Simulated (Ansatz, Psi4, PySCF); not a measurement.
germanium monotelluride (GeTe), singlet, at a GFN2-xTB geometry (core potentials on Te). Base run: WB97M-V/def2-SVPD in PySCF.

Here is a job for PySCF.
```python
from pyscf import gto, scf, dft

mol = gto.M(
    atom='''
Ge   -0.000000   -0.000000   -1.458150
Te    0.000000    0.000000    0.897323
''',
    basis='def2-svpd',
    ecp={'Te': 'def2-svpd'},
    charge=0,
    spin=0,
    verbose=4,
)

mf = dft.RKS(mol)
mf.xc = 'wb97m_v'
mf.kernel()
```

The same geometry, method and basis name were run in Ansatz (a first-principles code) and Psi4 and PySCF, at each program's defaults and at the settings that a row names. The base is PySCF at its defaults. Differences at the defaults can come from grids, fitting, cores and function types together.

```
code and settings                                                                             ΔE vs base (mEh)  basis functions       E (Eh)  SCF cycles  dipole (D)
--------------------------------------------------------------------------------------------  ----------------  ---------------  -----------  ----------  ----------
PySCF, defaults (exact integrals, its default grid, spherical functions)                                 0.000               73  -2344.65184          12        1.59
Psi4, defaults (density fitting with its default set, its default grid, spherical functions)            -0.005               73  -2344.65185          10        1.59
Ansatz, defaults (factorised integrals, its default grid, spherical functions)                          -0.006               73  -2344.65185           -           -
PySCF, density fitting with def2-universal-jkfit                                                        -0.041               73  -2344.65189          12        1.59
PySCF, fine grid                                                                                        -0.006               73  -2344.65185          12        1.59
Psi4, exact integrals, spherical functions, fine grid                                                   -0.018               73  -2344.65186          12        1.59
Ansatz, high accuracy                                                                                   -0.006               73  -2344.65185           -           -
```
